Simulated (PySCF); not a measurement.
Electron correlation in P(2+) (phosphorus, charge +2)

[Ne] 3s2 3p1, 2P determinant. All numbers are calculated (PySCF 2.14, no relativity, point nucleus, in aug-cc-pwCVQZ). Frozen: 1s2; 11 electrons correlated.

MP2 pair energies summed by pair of shells (mhartree):

| pair | energy | share (%) |
| --- | --- | --- |
| 2p-2p | -195.84 | 54.8 |
| 2s-2p | -61.47 | 17.2 |
| 3s-3s | -26.85 | 7.5 |
| 2p-3s | -26.44 | 7.4 |
| 3s-3p | -22.76 | 6.4 |
| 2s-2s | -9.86 | 2.8 |
| 2p-3p | -9.02 | 2.5 |
| 2s-3s | -3.43 | 1.0 |
| 2s-3p | -1.47 | 0.4 |

Total MP2 correlation energy: -357.14 mhartree.

Same-spin part -87.07 and opposite-spin part -270.07 mhartree; SCS-MP2 scales them by 1/3 and 6/5 to -353.11 mhartree.
